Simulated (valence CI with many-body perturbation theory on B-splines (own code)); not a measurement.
E1 transitions of Gd32+

Level of theory: valence CI with perturbative core correlation (CI+MBPT): four valence electrons over a frozen Dirac-Fock core [Ar] 3d10, a basis of 11 s, 11 p, 9 d, 7 f, 5 g, 2 h, 1 i functions for each j, with the one-electron correlation potential Σ1 (screened to all orders), the two-electron term Σ2, the three-electron term Σ3, Breit, model QED; selected single and double excitations, second order for the rest (own B-spline code, finite nucleus).

No measured spectrum was set against this ion. As an estimate, large intervals hold to a few tenths of a per cent, small ones and those within an open d or f shell to about a per cent.

Lines 1 to 50 of 226 in falling wavelength, among levels below 314.83 eV, chosen from the strongest by gf and those to the six lowest levels. Wavelengths and rates use the calculated energies. Electric multipoles are in the length gauge, E1 and E2 with the static RPA response of the core. Weak lines are less certain than strong ones. Lines between different terms over intervals too small for the method are left out, as are lines whose strength nearly cancels. Where a level lies close to another of its J and parity, the split of strength between their lines is uncertain. The highest levels of a list are the least certain.

Levels are named by their leading jj configuration (3d3/2^4 stands for four electrons in 3d with j = 3/2), which in mixed levels can hold well under half, so a name can repeat and another be missing. Letters in brackets count levels of one name in rising energy.

| λ vac (Å) | Upper | Lower | A (s⁻¹) | S (a.u.) with core polarisation | S without |
| --- | --- | --- | --- | --- | --- |
| 484.1 | (4s 4p1/2^2 4p3/2) J=2 | (4s^2 4p3/2^2) J=2 | 6.52e+06 | 1.83e-03 | 1.95e-03 |
| 416.1 | (4s 4p1/2^2 4p3/2) J=1 | (4s^2 4p3/2^2) J=0 | 8.64e+06 | 9.22e-04 | 9.88e-04 |
| 332.0 | (4s 4p1/2^2 4p3/2) J=1 | (4s^2 4p3/2^2) J=2 | 7.29e+07 | 3.95e-03 | 4.23e-03 |
| 220.2 | (4s 4p1/2 4p3/2 4d3/2) J=3 [a] | (4s^2 4p3/2 4d3/2) J=2 | 1.46e+09 | 5.39e-02 | 5.79e-02 |
| 212.8 | (4s 4p1/2 4p3/2 4d3/2) J=4 | (4s^2 4p3/2 4d3/2) J=3 | 2.51e+09 | 1.08e-01 | 1.15e-01 |
| 201.5 | (4s 4p1/2 4p3/2 4d5/2) J=4 [a] | (4s^2 4p3/2 4d5/2) J=4 | 1.47e+09 | 5.36e-02 | 5.76e-02 |
| 198.9 | (4s 4p1/2 4p3/2^2) J=2 [a] | (4s^2 4p3/2^2) J=2 | 8.92e+08 | 1.73e-02 | 1.86e-02 |
| 198.3 | (4s 4p1/2 4p3/2 4d5/2) J=3 [a] | (4s^2 4p3/2 4d5/2) J=2 | 2.42e+09 | 6.51e-02 | 6.98e-02 |
| 195.6 | (4s 4p1/2 4p3/2 4d5/2) J=4 [b] | (4s^2 4p3/2 4d5/2) J=3 | 4.34e+09 | 1.44e-01 | 1.55e-01 |
| 189.7 | (4s 4p1/2^2 4d5/2) J=3 | (4s^2 4p1/2 4d5/2) J=2 | 4.14e+09 | 9.75e-02 | 1.05e-01 |
| 187.8 | (4s 4p1/2 4p3/2 4d3/2) J=3 [b] | (4s^2 4p3/2 4d3/2) J=3 | 1.86e+09 | 4.25e-02 | 4.56e-02 |
| 185.5 | (4s 4p1/2^2 4d3/2) J=2 | (4s 4p1/2 4p3/2^2) J=1 [a] | 2.85e+09 | 4.49e-02 | 4.82e-02 |
| 183.7 | (4s 4p1/2^2 4d5/2) J=3 | (4s^2 4p1/2 4d5/2) J=3 | 4.13e+09 | 8.84e-02 | 9.49e-02 |
| 183.3 | (4s 4p1/2 4p3/2 4d3/2) J=2 [b] | (4s^2 4p3/2 4d3/2) J=1 | 4.26e+09 | 6.48e-02 | 6.96e-02 |
| 182.1 | (4s 4p1/2 4p3/2 4d3/2) J=3 [c] | (4s^2 4p3/2 4d3/2) J=3 | 2.16e+09 | 4.50e-02 | 4.83e-02 |
| 181.9 | (4s 4p1/2 4p3/2 4d5/2) J=5 | (4s^2 4p3/2 4d5/2) J=4 | 7.03e+09 | 2.30e-01 | 2.47e-01 |
| 181.9 | (4s 4p1/2^2 4p3/2) J=2 | (4s^2 4p1/2 4p3/2) J=2 | 4.64e+09 | 6.89e-02 | 7.39e-02 |
| 181.5 | (4s 4p1/2 4p3/2 4d3/2) J=3 [b] | (4s^2 4p3/2 4d3/2) J=2 | 1.83e+09 | 3.78e-02 | 4.06e-02 |
| 180.0 | (4p1/2^2 4p3/2^2) J=2 | (4s 4p1/2 4p3/2^2) J=2 [b] | 4.86e+09 | 6.99e-02 | 7.50e-02 |
| 179.5 | (4s 4p1/2 4p3/2^2) J=3 | (4s^2 4p3/2^2) J=2 | 6.50e+09 | 1.30e-01 | 1.40e-01 |
| 177.8 | (4s 4p1/2 4p3/2 4d5/2) J=2 [c] | (4s^2 4p3/2 4d5/2) J=1 | 4.22e+09 | 5.85e-02 | 6.28e-02 |
| 176.1 | (4s 4p1/2 4p3/2 4d3/2) J=3 [c] | (4s^2 4p3/2 4d3/2) J=2 | 1.85e+09 | 3.50e-02 | 3.75e-02 |
| 174.5 | (4s^2 4p1/2 4d3/2) J=2 | (4s^2 4p3/2^2) J=2 | 1.14e+09 | 1.49e-02 | 1.60e-02 |
| 174.2 | (4s 4p1/2 4p3/2 4d3/2) J=2 [c] | (4s^2 4p3/2 4d3/2) J=2 | 3.14e+09 | 4.09e-02 | 4.39e-02 |
| 173.4 | (4s 4p1/2 4p3/2^2) J=1 [a] | (4s^2 4p3/2^2) J=0 | 2.14e+09 | 1.65e-02 | 1.77e-02 |
| 173.2 | (4s 4p1/2^2 4p3/2) J=2 | (4s^2 4p1/2 4p3/2) J=1 | 6.58e+09 | 8.44e-02 | 9.06e-02 |
| 170.1 | (4s 4p1/2 4p3/2 4d5/2) J=3 [d] | (4s^2 4p3/2 4d5/2) J=3 | 3.90e+09 | 6.64e-02 | 7.13e-02 |
| 167.6 | (4s 4p1/2^2 4d3/2) J=1 | (4s^2 4p1/2 4d3/2) J=2 | 8.69e+09 | 6.07e-02 | 6.50e-02 |
| 165.7 | (4s 4p1/2^2 4d3/2) J=2 | (4s^2 4p1/2 4d3/2) J=2 | 8.16e+09 | 9.16e-02 | 9.82e-02 |
| 162.3 | (4s 4p1/2 4p3/2^2) J=1 [b] | (4s^2 4p3/2^2) J=0 | 6.55e+09 | 4.15e-02 | 4.46e-02 |
| 162.2 | (4s 4p1/2 4p3/2 4d3/2) J=2 [b] | (4s 4p3/2^3) J=2 | 4.89e+09 | 5.15e-02 | 5.53e-02 |
| 161.8 | (4p1/2 4p3/2^3) J=1 | (4s 4p3/2^3) J=2 | 1.37e+10 | 8.57e-02 | 9.20e-02 |
| 161.4 | (4s 4p1/2^2 4d3/2) J=2 | (4s 4p1/2 4p3/2^2) J=3 | 5.43e+09 | 5.63e-02 | 6.04e-02 |
| 161.0 | (4s 4p1/2^2 4d5/2) J=2 | (4s^2 4p1/2 4d5/2) J=2 | 4.69e+09 | 4.83e-02 | 5.18e-02 |
| 159.8 | (4p1/2^2 4p3/2^2) J=0 | (4s 4p1/2 4p3/2^2) J=1 [b] | 4.07e+10 | 8.19e-02 | 8.79e-02 |
| 159.2 | (4s 4p1/2 4p3/2 4d5/2) J=2 [e] | (4s^2 4p3/2 4d5/2) J=3 | 3.60e+09 | 3.59e-02 | 3.85e-02 |
| 157.3 | (4s 4p1/2 4p3/2 4d5/2) J=2 [c] | (4s^2 4p3/2 4d5/2) J=2 | 3.63e+09 | 3.49e-02 | 3.74e-02 |
| 156.9 | (4s 4p1/2 4p3/2^2) J=1 [a] | (4s^2 4p3/2^2) J=2 | 5.46e+09 | 3.12e-02 | 3.34e-02 |
| 156.7 | (4s 4p1/2^2 4d5/2) J=2 | (4s^2 4p1/2 4d5/2) J=3 | 1.18e+10 | 1.12e-01 | 1.20e-01 |
| 156.4 | (4s 4p1/2^2 4d5/2) J=2 | (4s^2 4p1/2 4d3/2) J=1 | 4.81e+09 | 4.54e-02 | 4.88e-02 |
| 155.4 | (4s 4p1/2 4p3/2 4d5/2) J=2 [d] | (4s^2 4p3/2 4d5/2) J=2 | 5.18e+09 | 4.79e-02 | 5.15e-02 |
| 155.1 | (4s 4p1/2^2 4p3/2) J=1 | (4s^2 4p1/2 4p3/2) J=2 | 1.61e+10 | 8.88e-02 | 9.52e-02 |
| 154.3 | (4s 4p1/2 4p3/2 4d3/2) J=2 [d] | (4s^2 4p3/2 4d3/2) J=3 | 7.42e+09 | 6.73e-02 | 7.21e-02 |
| 152.1 | (4s 4p1/2 4p3/2 4d5/2) J=3 [c] | (4s^2 4p3/2 4d5/2) J=4 | 1.15e+10 | 1.39e-01 | 1.50e-01 |
| 152.0 | (4s 4p1/2 4p3/2 4d5/2) J=4 [c] | (4s^2 4p3/2 4d5/2) J=4 | 7.95e+09 | 1.24e-01 | 1.33e-01 |
| 149.2 | (4s^2 4p1/2 4d3/2) J=1 | (4s^2 4p3/2^2) J=0 | 6.71e+08 | 3.30e-03 | 3.53e-03 |
| 149.0 | (4s 4p1/2 4p3/2 4d3/2) J=1 [e] | (4s^2 4p3/2 4d5/2) J=2 | 6.91e+09 | 3.38e-02 | 3.63e-02 |
| 148.8 | (4s 4p1/2^2 4p3/2) J=1 | (4s^2 4p1/2 4p3/2) J=1 | 3.45e+09 | 1.68e-02 | 1.80e-02 |
| 148.8 | (4s 4p1/2 4p3/2 4d5/2) J=2 [d] | (4s 4p3/2^3) J=1 | 5.94e+09 | 4.83e-02 | 5.18e-02 |
| 147.7 | (4s 4p1/2 4p3/2^2) J=1 [b] | (4s^2 4p3/2^2) J=2 | 2.60e+09 | 1.24e-02 | 1.33e-02 |
